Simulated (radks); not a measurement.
All-electron atom: neutral platinum in [Xe] 4f13 5d9.5 6s0.5 6p1 (fractional occupations, a model configuration). Method: Dirac Kohn-Sham, PBE, spin-unpolarised, spherical densities, finite nucleus; open shells fill j = l - 1/2 first; Fermi nuclear charge, rms radius 5.427 fm; computed with a radial shooting solver on a logarithmic mesh with Libxc functionals.

Unscreened Slater integrals over Kohn-Sham orbitals (cm^-1). Large and small components are both included. Empty in this configuration: 6p3/2.

integral          value
F0(6p1/2,6p1/2)   49730
F0(6p1/2,6s1/2)   57666
G1(6p1/2,6s1/2)   34316
F0(6p1/2,5d5/2)   63732
G3(6p1/2,5d5/2)  7728.7
F0(6p1/2,5d3/2)   64039
G1(6p1/2,5d3/2)  9459.3
F0(6p1/2,6p3/2)   45673
G2(6p1/2,6p3/2)   22501
F0(6s1/2,6s1/2)   71274
F0(6s1/2,5d5/2)   85075
G2(6s1/2,5d5/2)   20913
F0(6s1/2,5d3/2)   85816
G2(6s1/2,5d3/2)   19107
F0(6s1/2,6p3/2)   51485
G1(6s1/2,6p3/2)   25647
F0(5d5/2,5d5/2)  124050
F2(5d5/2,5d5/2)   62948
F4(5d5/2,5d5/2)   41259
F0(5d5/2,5d3/2)  126710
F2(5d5/2,5d3/2)   64379
G2(5d5/2,5d3/2)   64286
G4(5d5/2,5d3/2)   42201
F0(5d5/2,6p3/2)   55398
F2(5d5/2,6p3/2)   13779
G1(5d5/2,6p3/2)  6375.4
G3(5d5/2,6p3/2)  4742.4
F0(5d3/2,5d3/2)  129540
F2(5d3/2,5d3/2)   66041
F0(5d3/2,6p3/2)   55596
F2(5d3/2,6p3/2)   13109
G1(5d3/2,6p3/2)  5406.9
G3(5d3/2,6p3/2)  4158.6
F0(6p3/2,6p3/2)   42510
F2(6p3/2,6p3/2)   21484
